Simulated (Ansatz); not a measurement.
One change: `FC(F)(F)OBCl` becomes `CCOC(F)(F)F`.

Ansatz, PBE0-D4/def2-TZVP geometries, multiplicity 1. Each molecule was computed in one conformer, which needn't be the lowest.

```
                               property  `FC(F)(F)OBCl`
  HOMO energy (ωB97M-V/def2-TZVPP) / eV          -11.84
  HOMO–LUMO gap (B3LYP/def2-TZVPP) / eV            7.78
    HOMO energy (B3LYP/def2-TZVPP) / eV           -9.27
     HOMO energy (PBE0/def2-TZVPP) / eV           -9.54
HOMO–LUMO gap (ωB97M-V/def2-TZVPP) / eV           12.65
   HOMO–LUMO gap (PBE0/def2-TZVPP) / eV            8.28
```

(1) What does the change do to each property? (Estimate.)

Answers

(1) Ansatz gave: 
| property | `CCOC(F)(F)F` | shift |
| --- | --- | --- |
| HOMO energy (ωB97M-V/def2-TZVPP) / eV | -11.68 | 0.16 |
| HOMO–LUMO gap (B3LYP/def2-TZVPP) / eV | 9.86 | 2.08 |
| HOMO energy (B3LYP/def2-TZVPP) / eV | -9.03 | 0.24 |
| HOMO energy (PBE0/def2-TZVPP) / eV | -9.25 | 0.29 |
| HOMO–LUMO gap (ωB97M-V/def2-TZVPP) / eV | 14.26 | 1.61 |
| HOMO–LUMO gap (PBE0/def2-TZVPP) / eV | 10.45 | 2.17 |

With PBE0 the HOMO rises by 0.29 eV and the LUMO rises by 2.46 eV, so the gap widens by about 2.17 eV. PBE moves the HOMO by 0.53 eV and ωB97M-V by 0.16 eV.

B3LYP here is the variant with VWN-RPA as its local correlation; programs differ in this.
